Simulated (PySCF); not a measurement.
Identify the unknown among the candidates.

* UV, strongest line: among the 8 lowest singlet transitions: S5 at 5.75 eV (216 nm, f = 0.182) [TDDFT PBE0/def2-SVPD]
* UV, first state: lowest singlet excitation: 3.65 eV (340 nm, f = 0.000) [TDDFT PBE0/def2-SVPD]
* Polarisability: 88.2 au [PBE0/def2-SVPD]
* Rotational structure: rotational constants A, B, C: 3.858, 1.229, 0.937 GHz [GFN2-xTB]
* Triplet: lowest triplet excitation (Tamm–Dancoff): 3.15 eV [TDA PBE0/def2-SVPD]
* Dipole: 2.49 D [PBE0/def2-SVPD]

Electronic properties: PySCF, gas phase, density fitting. Levels stand in brackets. One conformer (not necessarily the lowest) at the GFN2-xTB geometry, without solvent, vibrations or thermal averaging.

Question: Which candidate is it?
A. `CC(=O)c1ccncc1`
B. `N#CC[C@@H]1CC=CC1=O`
C. `C[C@@H]1C=COC(C#N)=C1`
D. `C=Cc1cnccc1O`

Answer: A. It is `CC(=O)c1ccncc1`. Numbering: `[CH3:1][C:2](=[O:3])[c:4]1[cH:5][cH:6][n:7][cH:8][cH:9]1`. Its formula, C7H7NO, gives 5 degrees of unsaturation: 1 ring and 4 π bonds in the structure found (Kekulé form). The optimised geometry has point group Cs and is an asymmetric top.

The others, at the same levels:
- `C=Cc1cnccc1O` fails: its computed lowest singlet excitation is 4.63 eV (268 nm, f = 0.002) (against 3.65 eV), lowest triplet excitation (Tamm–Dancoff) is 3.42 eV (against 3.15 eV) and strongest line among the 8 lowest singlet transitions is S4 at 5.29 eV (234 nm, f = 0.176) (against S5 at 5.75 eV).
- `N#CC[C@@H]1CC=CC1=O` fails: its computed lowest singlet excitation is 3.85 eV (322 nm, f = 0.000) (against 3.65 eV), lowest triplet excitation (Tamm–Dancoff) is 3.38 eV (against 3.15 eV) and static isotropic polarisability is 83.4 au (against 88.2 au).
- `C[C@@H]1C=COC(C#N)=C1` fails: its computed lowest singlet excitation is 4.46 eV (278 nm, f = 0.018) (against 3.65 eV), rotational constant A is 3.246 GHz (against 3.858 GHz) and dipole moment is 4.99 D (against 2.49 D).

Each candidate is one conformer, not necessarily the lowest. Dipoles, sizes and rotational constants follow the conformer. The torsions of the flexible species, by atom-mapped SMILES:
- `[CH3:1][C:2](=[O:3])[c:4]1[cH:5][cH:6][n:7][cH:8][cH:9]1`: C1–C2–C4–C5 180°
- `[CH2:1]=[CH:2][c:3]1[cH:4][n:5][cH:6][cH:7][c:8]1[OH:9]`: C1–C2–C3–C4 -33°, H–O9–C8–C7 178°
- `[N:1]#[C:2][CH2:3][C@@H:4]1[CH2:5][CH:6]=[CH:7][C:8]1=[O:9]`: C2–C3–C4–C5 -66°
